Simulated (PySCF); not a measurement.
# Zirconium: a sound run and one with changed settings

Sound run: Zr+ [Kr] 4d2 5s1, Zr(2+) [Kr] 4d2. All numbers are calculated (PySCF 2.14, the spin-free X2C one-electron Hamiltonian (Gaussian nucleus), in x2c-SVPall (6s5p5d1f, 53 functions)). In the sound run the correlated levels freeze [Kr]. The sound run starts from symmetry-adapted Hartree-Fock orbitals and uses a fine grid where one is needed.

Changed run: no relativity, point nucleus. This setting is unsound on purpose.

```json
{"species": "Zr+", "method": "UHF", "sound run (hartree)": "-3595.66745", "changed run (hartree)": "-3504.37047", "converged": "yes"}
{"species": "Zr+", "method": "B3LYP", "sound run (hartree)": "-3597.71294", "changed run (hartree)": "-3506.42309", "converged": "yes"}
{"species": "Zr+", "method": "PBE", "sound run (hartree)": "-3597.27413", "changed run (hartree)": "-3505.98558", "converged": "yes"}
{"species": "Zr+", "method": "MP2", "sound run (hartree)": "-3595.67592", "changed run (hartree)": "-3504.37890", "converged": "yes"}
{"species": "Zr(2+)", "method": "UHF", "sound run (hartree)": "-3595.21637", "changed run (hartree)": "-3503.93929", "converged": "yes"}
{"species": "Zr(2+)", "method": "B3LYP", "sound run (hartree)": "-3597.22656", "changed run (hartree)": "-3505.95782", "converged": "yes"}
{"species": "Zr(2+)", "method": "PBE", "sound run (hartree)": "-3596.78529", "changed run (hartree)": "-3505.51816", "converged": "yes"}
{"species": "Zr(2+)", "method": "MP2", "sound run (hartree)": "-3595.21918", "changed run (hartree)": "-3503.94203", "converged": "yes"}
```

Ionisation energy of Zr+:

| method | sound run (eV) | changed run (eV) |
| --- | --- | --- |
| UHF | 12.275 | 11.733 |
| B3LYP | 13.235 | 12.661 |
| PBE | 13.302 | 12.719 |
| MP2 | 12.429 | 11.888 |
| SCS-MP2 | 12.326 | 11.784 |

Most of the change in total energy is the relativistic energy itself. On top of that the contraction fixes the core shape for the Hamiltonian it was made with, so the changed run is not a good calculation with the other Hamiltonian either.

For comparison, NIST gives 13.13 eV between the lowest levels.
